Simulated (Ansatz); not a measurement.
Job for Ansatz (an electronic-structure program): R-r2SCAN/def2-TZVPP on H2Zn (SMILES [ZnH2]), atoms moved off the minimum.

Ansatz 0.2 input:
```yaml
crystal:
  periodic: [false, false, false]
  atoms:
    - {symbol: Zn, position_ang: [-0.00671949, -0.00599788, 0.14670836]}
    - {symbol: H, position_ang: [-0.01567935, -0.03446305, 1.45664055]}
    - {symbol: H, position_ang: [-0.03691764, 0.05415255, -1.56043083]}
basis:
  gaussian:
    orbitals: def2-TZVPP
hamiltonian:
  xc: {name: r2SCAN}
scf: {lower_state_search: off}
output: {forces: true}
```

Program output:

```
WARN ansatz: RAYON_NUM_THREADS=1 ignored (pool sized by the plan → 1); use --threads N
Functional definition: r2SCAN
these checks for a lower state are left out or cut short: stability, starts, cluster_reference, orbital_swaps, neighbouring_geometries, increment
integrals: 0.02 GiB planned
617 factors; their error is unknown
mean field: 0.21 GiB planned
mean field evaluation 1: about -48448.3727 eV, gradient 4.7e1 eV
mean field evaluation 2: about -48443.6669 eV, gradient 1.0e2 eV
mean field evaluation 4: about -48450.5307 eV, gradient 8.9e-1 eV
mean field evaluation 8: about -48450.5208 eV, gradient 9.3e-2 eV
mean field evaluation 16: about -48450.5208 eV, gradient 7.2e-6 eV
mean field -48450.52079939 eV, -1780.5237984352 hartree, gradient 7.5e-6 eV, S^2 0.000000; 0 other end points of the search recorded, 0 dependent functions left out
the calculation of the forces begins
reference -48450.52081196 eV, -1780.5237988969 hartree; 16, 16 occupied and 76, 76 virtual orbitals, 617 factors
Total energy: -48450.52081196 eV, -1780.5237988969 hartree
Atom 0 at    -0.006719    -0.005998     0.146708 Å, force    -0.060089     0.198659    -6.494276 eV/Å
Atom 1 at    -0.015679    -0.034463     1.456641 Å, force     0.003096    -0.125203     4.843867 eV/Å
Atom 2 at    -0.036918     0.054153    -1.560431 Å, force     0.056993    -0.073456     1.650409 eV/Å
Dipole moment:     0.011052    -0.009863     0.148174 e Å
Checks for a lower state left out: stability, starts, cluster_reference, orbital_swaps, neighbouring_geometries, increment
```

Self-consistency was reached.

Cost: roughly 1.6 core-seconds.
